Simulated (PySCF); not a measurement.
Geometry:
| atom | x (Å) | y (Å) | z (Å) |
| --- | --- | --- | --- |
| Si1 | -2.953 | 0.275 | 0.288 |
| O2 | -2.226 | 0.702 | -1.143 |
| Si3 | -0.820 | 1.243 | -1.822 |
| C4 | 0.598 | 0.813 | -0.737 |
| C5 | 1.529 | 0.506 | -0.003 |
| Ge6 | 2.962 | 0.021 | 1.153 |
| H7 | -2.053 | -0.609 | 1.088 |
| H8 | -4.213 | -0.452 | -0.034 |
| H9 | -3.276 | 1.496 | 1.087 |
| H10 | -0.867 | 2.723 | -1.983 |
| H11 | -0.639 | 0.587 | -3.144 |
| H12 | 2.388 | -0.227 | 2.555 |
| H13 | 3.621 | -1.255 | 0.611 |
| H14 | 3.977 | 1.172 | 1.187 |

Geometry: PBE0-D3(BJ)/def2-SVP; GIAO absolute shieldings from PySCF 2.14.0 with density-fitted response routines, gas phase, non-relativistic, averaged over equivalent atoms.

At B97-2/pcSseg-1 (180 basis functions, 34 s wall time on 1 thread of an Arm Neoverse N1, shared host):
```
      atoms  σ (ppm)
        Si1    396.5
        Si3    411.9
         O2    325.2
         C4     70.4
         C5     72.3
        Ge6   1599.2
   H7/H8/H9    26.45
    H10/H11    26.52
H12/H13/H14    27.12
```

Predict the values at mPW1PW91/pcSseg-1 on the same geometry.

Results:


| atoms | σ at mPW1PW91/pcSseg-1 | change |
| --- | --- | --- |
| Si1 | 388.0 | -8.5 |
| Si3 | 403.5 | -8.4 |
| O2 | 325.5 | +0.3 |
| C4 | 66.9 | -3.5 |
| C5 | 68.7 | -3.6 |
| Ge6 | 1601.6 | +2.4 |
| H7/H8/H9 | 26.33 | -0.12 |
| H10/H11 | 26.40 | -0.12 |
| H12/H13/H14 | 27.03 | -0.09 |

The largest change is at Si1 (silicon bonded to O, 3 H). Cost: 180 basis functions, 16 s wall time on 1 thread of an x86-64 server CPU, shared host.

Relativistic effects, spin–orbit coupling among them, are left out; they matter for Ge and for the light atoms bonded to it.
